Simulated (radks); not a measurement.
Q: Species: Ni3+. Configuration: [Ar] 3d4 4s2 4p1 (not the ground configuration). Method: scalar-relativistic Kohn-Sham, LDA (Slater exchange, Perdew-Wang correlation), spin-polarised, spherical densities, finite nucleus; open shells are filled with parallel spins first; Fermi nuclear charge, rms radius 3.7757 fm; computed with a radial shooting solver on a logarithmic mesh with Libxc functionals. Some entries of the table are withheld. Estimate them.

| orbital | occ. | eigenvalue (hartree) | <1/r> (bohr^-1) | <r> (bohr) |
|---|---|---|---|---|
| 1s up | 1 | -303.8448 | 28.04 | 0.05418 |
| 1s down | 1 | -303.8399 | 28.04 | 0.05418 |
| 2s up | 1 | -38.89180 | 6.051 | 0.2456 |
| 2s down | 1 | -38.76838 | 6.063 | 0.2452 |
| 2p up | 3 | -33.88104 | 5.945 | 0.2158 |
| 2p down | 3 | -33.78457 | 5.955 | 0.2153 |
| 3s up | 1 | -6.67086 | 1.994 | 0.7145 |
| 3s down | 1 | -6.45468 | 1.981 | 0.7182 |
| 3p up | 3 | -5.19346 | 1.873 | 0.7350 |
| 3p down | 3 | -4.98114 | 1.857 | 0.7406 |
| 3d up | 4 | -2.81843 | 1.627 | (1) |
| 3d down | 0 | -2.60560 | 1.603 | (2) |
| 4s up | 1 | -1.59363 | 0.7113 | 1.886 |
| 4s down | 1 | -1.51566 | 0.6954 | 1.923 |
| 4p up | 1 | -1.23636 | 0.6297 | (3) |
| 4p down | 0 | -1.16937 | 0.6121 | (4) |

A: 
(1) 3d up <r> (bohr): 0.7723
(2) 3d down <r> (bohr): 0.7882
(3) 4p up <r> (bohr): 2.107
(4) 4p down <r> (bohr): 2.163
